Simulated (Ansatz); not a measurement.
Correlation energies of `[SiH3]C1(Cl)C=C1` by basis set

Z-matrix (Å, degrees):
```
Si
C 1 1.873
H 1 1.484 2 109.9
H 1 1.489 2 108.0 3 119.6
H 1 1.484 2 109.9 3 -120.9
Cl 2 1.835 1 107.8 3 60.4
C 2 1.474 1 127.2 3 -86.3
C 2 1.474 1 127.1 3 -153.0
H 7 1.077 2 144.7 1 71.9
H 8 1.077 2 144.7 1 -71.9
```

Charge 0, multiplicity 1. The geometry is a stationary point of PBE0-D4/def2-TZVP. Frozen core, restricted reference, the Gaussian-basis code of Ansatz. CBS rows extrapolate triple and quadruple zeta; past MP2 they add the triple-zeta difference.

```csv
basis,HF (Eh),MP2 corr.
def2-TZVPP,-864.91159,-0.78964
def2-QZVPP,-864.93839,-0.84904
```

Task: Estimate the CCSD correlation energy and the (T) correction in each basis where they were run (hartree).

Result: 
| basis | CCSD corr. | (T) |
| --- | --- | --- |
| def2-TZVPP | -0.83618 | -0.04015 |
| CBS(def2) | -0.93958 | as TZ |
